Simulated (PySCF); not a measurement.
Gas-phase equilibrium of 1 mol GeCl₄, 0.15 mol O₂ at 1800 K and 0.0100 bar, among 12 species (ClO, O₂, O, GeCl₃, Ge₂O₂, O₃, GeCl₄, Cl, Cl₂, GeO₂, GeCl₂, GeO). Only gases are allowed; each row takes one source of thermochemistry for all species, and Cantera finds the minimum.

Energies from PySCF, thermal terms from the rigid-rotor harmonic-oscillator model, ideal gas at 1 bar. † marks an energy on the PBE0/def2-TZVP geometry and frequencies. Open shells (unrestricted) among the columns below: ClO (multiplicity 2, electronic degeneracy 4), O₂ (multiplicity 3), GeCl₃ (multiplicity 2), Cl (multiplicity 2, electronic degeneracy 6); the rest are closed-shell singlets. Spin-orbit splitting is ignored; it lowers the true energy and changes the entropy of ClO, Cl. Ge: all electrons, no relativistic terms. GeCl₃: computed as isolated molecules; such fragments, hydroxides, amides, oligomers or adducts are transient or little studied in the gas. The harmonic model lacks anharmonicity and excited electronic states, which grow with temperature; levels with a mode under 35 cm⁻¹ are left out.

Molecules larger than those listed are left out, and so are free Ge atoms, whose spin-orbit terms are large. Also missing: (GeO)n, which can matter at low temperature or high pressure.

With M06-2X/def2-TZVP† thermochemistry: Cl 0.61, GeCl₂ 0.27, GeO 0.035, O₂ 0.031, Cl₂ 0.035, GeCl₄ 0.015, GeCl₃ 0.0020, ClO 0.00010.

Question: How far does the composition move with the other sources (PBE0/def2-SVP†, r2SCAN/def2-TZVP†, ωB97X-V/def2-TZVP†)?

Answer: 
| thermochemistry | x Cl | x GeCl₂ | x GeO | x O₂ | x Cl₂ | x GeCl₄ | x GeCl₃ | x ClO |
|---|---|---|---|---|---|---|---|---|
| M06-2X/def2-TZVP† | 0.61 | 0.27 | 0.035 | 0.031 | 0.035 | 0.015 | 0.0020 | 0.00010 |
| PBE0/def2-SVP† | 0.64 | 0.29 | 0.018 | 0.038 | 0.0065 | 0.0025 | 0.00066 | 1.6e-5 |
| r2SCAN/def2-TZVP† | 0.61 | 0.28 | 0.029 | 0.033 | 0.033 | 0.0075 | 0.0018 | 0.00020 |
| ωB97X-V/def2-TZVP† | 0.64 | 0.26 | 0.044 | 0.024 | 0.028 | 0.0081 | 0.00060 | 0.00010 |
The most sensitive of these is ClO: it spans a factor of 10^1.1 over these rows; at this temperature one factor of ten is RT ln 10 = 34 kJ/mol.
